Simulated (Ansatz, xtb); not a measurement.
**Two isomers of CH6Cl2GeSi**

We compare X, `[SiH3][CH2][GeH]([Cl])[Cl]`, a singlet, with Y, `C[Si@H](Cl)[GeH2][Cl]`, a singlet. Both are isolated molecules in the gas phase, relaxed with B3LYP-D3(BJ)/def2-SVP; the shapes shown needn't be the lowest conformers.

X (Å):

| atom | x (Å) | y (Å) | z (Å) |
| --- | --- | --- | --- |
| C | 0.5471 | 0.0360 | -0.2518 |
| Cl | -1.6268 | -0.9170 | 2.1116 |
| Cl | -2.4925 | -0.9666 | -1.2897 |
| Ge | -1.3420 | 0.1049 | 0.2112 |
| Si | 1.7424 | 0.2851 | 1.2000 |
| H | 1.3154 | 1.4641 | 2.0074 |
| H | 3.1101 | 0.5421 | 0.6626 |
| H | 1.7713 | -0.9249 | 2.0625 |
| H | 0.7139 | 0.8122 | -1.0177 |
| H | 0.7322 | -0.9401 | -0.7276 |
| H | -1.9457 | 1.5097 | 0.3508 |

Y (Å):

```tsv
atom	x (Å)	y (Å)	z (Å)
C	0.1621	-0.1624	-0.1816
Cl	3.2793	0.6324	0.3518
Cl	-0.4119	-2.2701	3.0594
Ge	1.6683	-1.7647	2.5302
Si	1.4062	0.1811	1.1732
H	-0.0317	0.7403	-0.7813
H	0.5270	-0.9573	-0.8501
H	-0.7817	-0.4989	0.2773
H	0.9929	1.3300	2.0235
H	2.2389	-2.9821	1.7745
H	2.4318	-1.5671	3.8543
```

**Question.** Estimate E(Y) − E(X) at the level CCSD(T)/def2-SVP + ΔMP2/def2-TZVPP.

**Answer.** Calculated at CCSD(T)/def2-SVP + ΔMP2/def2-TZVPP: E(Y) − E(X) = −7.7 kcal/mol, so structure Y lies lower.

The same difference at several levels:

| level | geometry | E(Y) − E(X) (kcal/mol) | departure from the last row (kcal/mol) | job, with rough time for the two |
| --- | --- | --- | --- | --- |
| GFN2-xTB | GFN2-xTB | −1.6 | +6.1 | optimisation, 0.35 s |
| HF/STO-3G | GFN2-xTB | −8.1 | −0.5 | single point, 1.5 s |
| r2SCAN-D4/def2-SVP | GFN2-xTB | −7.5 | +0.2 | single point, 7.8 s |
| B3LYP-D3(BJ)/def2-SVP | B3LYP-D3(BJ)/def2-SVP | −8.7 | −1.0 | optimisation, 3.1 min |
| HF/def2-SVP | B3LYP-D3(BJ)/def2-SVP | −6.9 | +0.8 | part of the CCSD(T) run |
| MP2/def2-SVP | B3LYP-D3(BJ)/def2-SVP | −5.6 | +2.1 | part of the CCSD(T) run |
| CCSD(T)/def2-SVP | B3LYP-D3(BJ)/def2-SVP | −6.2 | +1.5 | single point |
| CCSD(T)/def2-SVP + ΔMP2/def2-TZVPP | B3LYP-D3(BJ)/def2-SVP | −7.7 |  | single point, 94 s |

As drawn, Y has 1 Cl–Si, 1 Ge–Si, 1 C–H, 1 Ge–H in place of 1 C–Ge, 1 Cl–Ge, 2 Si–H.

The levels shown agree on the order. The largest departure from CCSD(T)/def2-SVP + ΔMP2/def2-TZVPP is that of GFN2-xTB, 6.1 kcal/mol. The last row adds to CCSD(T) the change of the MP2 difference between the two basis sets, here −1.5 kcal/mol.

With thermal terms from frequencies at re-optimised GFN2-xTB minima (ideal gas, soft modes damped towards free rotors, one conformer each, 298.15 K, 1 atm): on the last row, ΔE + ΔZPE = −6.1, ΔH = −6.0, ΔG = −6.6 kcal/mol.

The correlated steps freeze 25 core orbitals; the filled d shell of Ge is correlated, in a basis made for valence electrons. Mirror images aren't counted in ΔG. Run with Ansatz 0.2.0, xtb 6.7.1; the last row on 2 threads of Intel(R) Xeon(R) Processor @ 2.70GHz on a shared host.
